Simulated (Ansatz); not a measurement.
Start from `CC(C)(C)[CH2][Ga]([F])[F]` and change one atom or group to get `CCCCCC(C)(C)C`.

Ansatz, PBE0-D4/def2-TZVP geometries, multiplicity 1. Each molecule was computed in one conformer, which needn't be the lowest.

Scalar relativity is left out up to krypton.

```csv
property,`CC(C)(C)[CH2][Ga]([F])[F]`
HOMO energy (B3LYP/def2-TZVPP) / eV,-8.57
LUMO energy (PBE0/def2-TZVPP) / eV,-0.62
size of the dipole moment (ωB97M-V/def2-TZVPP) / D,3.91
size of the dipole moment (PBE/def2-TZVPP) / D,3.88
LUMO energy (PBE/def2-TZVPP) / eV,-1.56
HOMO energy (ωB97M-V/def2-TZVPP) / eV,-10.98
```

What does the change do to each property? (Estimate.)

The calculation gave: 
| property | `CCCCCC(C)(C)C` | shift |
| --- | --- | --- |
| HOMO energy (B3LYP/def2-TZVPP) / eV | -8.26 | 0.31 |
| LUMO energy (PBE0/def2-TZVPP) / eV | 0.95 | 1.57 |
| size of the dipole moment (ωB97M-V/def2-TZVPP) / D | 0.10 | -3.81 |
| size of the dipole moment (PBE/def2-TZVPP) / D | 0.11 | -3.77 |
| LUMO energy (PBE/def2-TZVPP) / eV | 0.16 | 1.72 |
| HOMO energy (ωB97M-V/def2-TZVPP) / eV | -10.72 | 0.26 |

With PBE0 the HOMO rises by 0.32 eV and the LUMO rises by 1.57 eV, so the gap widens by about 1.25 eV. PBE moves the HOMO by 0.32 eV and ωB97M-V by 0.26 eV. Dipoles are sizes alone; their direction can turn.

B3LYP here is the variant with VWN-RPA as its local correlation; programs differ in this.
